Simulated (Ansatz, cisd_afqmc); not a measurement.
System: V, charge 0, quartet.

Total energies in cc-pwCVTZ-DK, 13 correlated electrons, 5 frozen orbitals. UHF or UKS for unpaired electrons; spin-orbit terms are left out. The -DK rows use spin-free X2C, correlate 3s3p of the metal (1s2s2p frozen) and give its partners the cc-pVXZ-DK valence sets. AFQMC/CISD: phaseless, guided by CISD from CCSD amplitudes; bars are statistical, one sigma. Outlying blocks are dropped, and bars are widened where a walk drifts. Over all cases where full CI ran beside it in this data, AFQMC minus full CI had a median of +0.1 mEh and passed +0.4 mEh in a tenth of the cases. Open-shell metal atoms are single determinants, not pure terms.

```
method         program         energy (Eh)  minus CCSDT(Q) (mEh)
----------  ----------  ------------------  --------------------
HF              Ansatz          -948.14543                462.10
MP2             Ansatz          -948.57320                 34.33
CCSD            Ansatz          -948.59197                 15.56
CCSD(T)         Ansatz          -948.60622                  1.31
CCSDT(Q)        Ansatz          -948.60753                  0.00
AFQMC/CISD  cisd_afqmc  -948.6054 ± 0.0003             2.1 ± 0.3
```

Ansatz is a program for electronic structure.
